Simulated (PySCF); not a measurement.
# Sulfur: a sound run and one with changed settings

Sound run: S⁺ [Ne] 3s2 3p3, S²⁺ [Ne] 3s2 3p2. Computed with PySCF 2.14 in pcseg-2, with no relativity, point nucleus. In the sound run the correlated levels freeze [Ne]. The sound run starts from symmetry-adapted Hartree-Fock orbitals and uses a fine grid where one is needed.

Changed run: basis STO-3G. This setting is unsound on purpose.

```json
{"species": "S⁺", "method": "UHF", "sound run (hartree)": "-397.16238", "changed run (hartree)": "-392.92422", "converged": "yes"}
{"species": "S⁺", "method": "B3LYP", "sound run (hartree)": "-397.75335", "changed run (hartree)": "-393.40787", "converged": "yes"}
{"species": "S⁺", "method": "MN15", "sound run (hartree)": "-397.64538", "changed run (hartree)": "-392.39063", "converged": "yes"}
{"species": "S⁺", "method": "MP2", "sound run (hartree)": "-397.24793", "changed run (hartree)": "-392.92422", "converged": "yes"}
{"species": "S²⁺", "method": "UHF", "sound run (hartree)": "-396.32740", "changed run (hartree)": "-392.09347", "converged": "yes"}
{"species": "S²⁺", "method": "B3LYP", "sound run (hartree)": "-396.89883", "changed run (hartree)": "-392.55685", "converged": "yes"}
{"species": "S²⁺", "method": "MN15", "sound run (hartree)": "-396.78622", "changed run (hartree)": "-391.53623", "converged": "yes"}
{"species": "S²⁺", "method": "MP2", "sound run (hartree)": "-396.39205", "changed run (hartree)": "-392.10181", "converged": "yes"}
{"species": "S²⁺", "method": "CCSD(T)", "sound run (hartree)": "-396.41584", "changed run (hartree)": "-392.10822", "converged": "yes"}
```

Ionisation energy of S⁺:

```
 method  sound run (eV)  changed run (eV)
    UHF          22.721            22.606
  B3LYP          23.253            23.157
   MN15          23.379            23.249
    MP2          23.290            22.379
SCS-MP2          23.116            22.334
```

A minimal basis cannot let orbitals breathe on ionisation and holds almost no correlation.

For comparison, NIST gives 23.338 eV between the lowest levels.
